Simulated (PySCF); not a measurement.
# Electron correlation in Ba⁻ (barium, charge -1)

[Xe] 5d1 6s2, 2D determinant. All numbers are calculated (PySCF 2.14, scalar relativity through the core potential, in def2-TZVPPD with the def2 core potential (46 electrons) (6s4p3d1f, 40 functions)). Frozen: 5s2 5p6; 3 electrons correlated.

```json
{"level": "CCSD", "correlation energy (mhartree)": "-34.74"}
{"level": "(T)", "correlation energy (mhartree)": "-2.01"}
{"level": "CCSD(T)", "correlation energy (mhartree)": "-36.75"}
{"level": "CCSDT", "correlation energy (mhartree)": "-38.88"}
```

Diagnostics: T1 = 0.063, D1 = 0.1287, largest double amplitude 0.168.

Task: Is a single reference adequate?

Result: Not fully. Spin-orbit coupling, absent here, splits the open shell strongly. The configuration of this anion was assumed by filling the next shell in order. It is not the known or likely ground configuration (Ca⁻, Sr⁻ and Ba⁻, for instance, bind a p electron), so these values are not the electron affinity of the element. T1 exceeds 0.03, a sign that the reference determinant is poor. A double-excitation amplitude exceeds 0.15, a sign of near-degeneracy.
